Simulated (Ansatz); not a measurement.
Compare A (`CN([SiH3])[SiH2]Cl`) with its isomer B (`[SiH3]NC[SiH2]Cl`).

Isolated molecules relaxed with PBE0-D4/def2-TZVP in Ansatz; ΔE leaves out vibrations. CCSD(T)/CBS adds triple-zeta CCSD(T) − MP2 to the extrapolated MP2 energy (def2 sets, frozen cores). DFT in def2-TZVPP. B3LYP here is the variant with VWN-RPA as its local correlation; programs differ in this. Each species was taken in one conformer, which may not be the lowest.

(1) Which is lower in electronic energy at CCSD(T)/CBS, and by how much? (Best estimate.)

(2) Give E(B) − E(A) in kJ/mol with CCSD/def2-TZVPP, HF/def2-TZVPP, MP2/def2-TZVPP, LDA (SPW92), B3LYP-D4, r2SCAN-D4, B3LYP. (Best estimate.)

(3) Does the order hold for the free energy at 298.15 K (harmonic terms from PBE0-D4)? (Best estimate.)

Largest T1 diagnostic: 0.010.

## Answers

(1) Ansatz gave: A, by 80.8 kJ/mol.

(2) Computed: CCSD/def2-TZVPP 80.7, HF/def2-TZVPP 81.1, MP2/def2-TZVPP 84.4, LDA (SPW92) 71.8, B3LYP-D4 79.0, r2SCAN-D4 77.5, B3LYP 73.1. None reverses the order clearly.

(3) Ansatz gave: Yes: G(B) − G(A) = +76.8 kJ/mol, for one conformer each. Modes under 60 cm⁻¹, often nearly free rotors, make the harmonic entropy too high.

Leaving LDA and LC-ωPBE aside and taking each functional with its dispersion term where it has one, the values, not all of them listed here, spread over 12.0 kJ/mol, from PBE-D4 to BHLYP-D4. LDA lies +4.1 kJ/mol from PBE without D4. From BLYP to BHLYP (50 % exact exchange), in def2-TZVPP and without D4, E(B) − E(A) moves by +8.1 kJ/mol.
